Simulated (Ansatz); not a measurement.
Geometry optimisation, RHF/6-31G* (Ansatz).

Input:

```yaml
crystal:
  periodic: [false, false, false]
  atoms:
    - { symbol: "N", position_ang: [-0.35177, 1.47853, -0.72175] }
    - { symbol: B, position_ang: [0.36789, 0.34837, -0.31872] }
    - { symbol: O, position_ang: [1.66489, 0.32102, -0.7589] }
    - { symbol: Si, position_ang: [-0.47129, -1.06317, 0.77501] }
    - { symbol: H, position_ang: [0.06447, 2.19853, -1.28873] }
    - { symbol: H, position_ang: [-1.31076, 1.65895, -0.4883] }
    - { symbol: H, position_ang: [0.73826, -0.61846, 0.22623] }
    - { symbol: H, position_ang: [-1.103, -2.13222, -0.01826] }
    - { symbol: H, position_ang: [-1.53227, -0.59207, 1.67906] }
    - { symbol: H, position_ang: [0.48674, -1.78232, 1.63799] }
basis:
  gaussian: { orbitals: "6-31G*" }
hamiltonian:
  xc: hf
relax:
  f_tol: 0.02
  max_steps: 50
```

Run as:

```bash
$ ansatz run input.yaml --threads 1 --pin off --max-ram 2048MiB --backend cpu --events-out ev --progress --plain --runs-dir out
```

Task: Where does it end, and by what steps?

Result: The forces met the threshold. The force dipped under the threshold on the way, but the program's further checks kept it going. After 43 steps the energy has fallen by 5.535 eV; H10 moved furthest, 1.89 Å. Parted: B2–Si4, B2–H7.

```
step  energy less start (eV)  largest force component (eV/Å)  accepted
   0                  0.0000                           7.899       yes
   2                 -2.7206                           2.509       yes
   4                 -4.4155                           1.839       yes
   6                 -5.2046                           1.924       yes
   8                 -5.4783                           0.243       yes
  10                 -5.5000                           0.336       yes
  12                 -5.5061                           0.155       yes
  14                 -5.5086                           0.250       yes
  16                 -5.5125                           0.055       yes
  18                 -5.5111                           0.342        no
  20                 -5.5146                           0.117       yes
  22                 -5.5161                           0.059       yes
  24                 -5.5191                           0.152       yes
  26                 -5.5221                           0.134       yes
  28                 -5.5258                           0.110       yes
  30                 -5.5292                           0.138       yes
  32                 -5.5316                           0.140       yes
  34                 -5.5330                           0.075       yes
  36                 -5.5335                           0.102        no
  38                 -5.5340                           0.101        no
  40                 -5.5344                           0.043       yes
  42                 -5.5345                           0.026       yes
  43                 -5.5346                           0.009       yes
```

```xyz
10
Properties=species:S:1:pos:R:3
N -0.159 1.595 -0.904
B 1.120 1.653 -1.428
O 2.229 1.692 -1.878
Si -0.656 -1.690 1.283
H -0.934 1.270 -1.437
H -0.401 2.047 -0.051
H 0.806 -1.512 1.250
H -1.163 -1.929 -0.082
H -1.289 -0.471 1.827
H -0.999 -2.838 2.143
```

Run time: 58 s on 1 thread of Arm Neoverse V2, with other jobs on the host, peak memory 0.15 GiB.
